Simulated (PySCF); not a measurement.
Bonding in `C=CC[P@@](=O)([O-])C(C)C`

Species: C₆H₁₂O₂P (charge -1).
SMILES with atom numbers: `[CH2:1]=[CH:2][CH2:3][P@@:4](=[O:5])([O-:6])[CH:7]([CH3:8])[CH3:9]` (hydrogens: H10, H11 on C1; H12 on C2; H13, H14 on C3; H15 on C7; H16, H17, H18 on C8; H19, H20, H21 on C9)

Cartesian coordinates in Å at the GFN2-xTB level; atoms count from 1:
```xyz
21
C6H12O2P angstrom
C      2.498    1.174    0.881
C      2.227   -0.041    0.428
C      1.546   -0.352   -0.835
P     -0.077   -1.281   -0.522
O     -0.778   -1.438   -1.828
O      0.227   -2.493    0.290
C     -0.998   -0.031    0.537
C     -2.276   -0.743    0.939
C     -1.289    1.239   -0.238
H      2.954    1.343    1.845
H      2.257    2.060    0.311
H      2.470   -0.908    1.031
H      1.372    0.531   -1.449
H      2.109   -1.088   -1.417
H     -0.401    0.191    1.428
H     -2.832   -1.004    0.039
H     -2.908   -0.129    1.587
H     -2.023   -1.668    1.454
H     -0.382    1.823   -0.381
H     -2.021    1.863    0.282
H     -1.684    0.969   -1.216
```

Bond orders from the PBE0/pcSseg-1 density (PySCF). One conformer (not necessarily the lowest) at the GFN2-xTB geometry, without solvent, vibrations or thermal averaging. The pcSseg-1 basis has no diffuse functions, a weakness for an anion.

How far do the computed orders between heavy atoms stray from the drawn ones?

The largest departure is 0.700, at P4–O6 (drawn single, 1.700). Drawn single, order above 1.12: P4–O6 (1.700). Drawn single, order below 0.88: C3–P4 (0.803) and P4–C7 (0.809). Drawn double or triple, more than 0.30 short of the drawn order: P4–O5 (1.695). The SMILES, with its formal charges, is one Lewis structure only.

Give the Mayer order of every bond between heavy atoms, beside its length.

| bond | drawn as | length (Å) | Mayer order |
| --- | --- | --- | --- |
| C1–C2 | double | 1.325 | 1.924 |
| C2–C3 | single | 1.468 | 1.055 |
| C3–P4 | single | 1.896 | 0.803 |
| P4–O5 | double | 1.491 | 1.695 |
| P4–O6 | single | 1.490 | 1.700 |
| P4–C7 | single | 1.880 | 0.809 |
| C7–C8 | single | 1.518 | 1.039 |
| C7–C9 | single | 1.516 | 1.008 |

By pair of heavy elements: C–C: lowest C7–C9 (1.008, 1.516 Å), highest C1–C2 (1.924, 1.325 Å). C–P: all 2 within 0.02 of one another (0.803 to 0.809). O–P: all 2 within 0.02 of one another (1.695 to 1.700).

And the bonds to hydrogen?

C–H: 0.93 to 0.97 (12 bonds).

Sum the orders of all bonds at each heavy atom with more than one neighbour and set the sums beside the valence in the SMILES.

C1 3.838 (drawn 4), C2 3.934 (drawn 4), C3 3.740 (drawn 4), P4 5.007 (drawn 5), C7 3.790 (drawn 4), C8 3.926 (drawn 4), C9 3.899 (drawn 4). Orders between atoms that aren't bonded are not in these sums.

For a closed shell the Mayer order of atoms A and B is Σ (PS)μν (PS)νμ over the basis functions μ on A and ν on B, with P the density and S the overlap matrix.
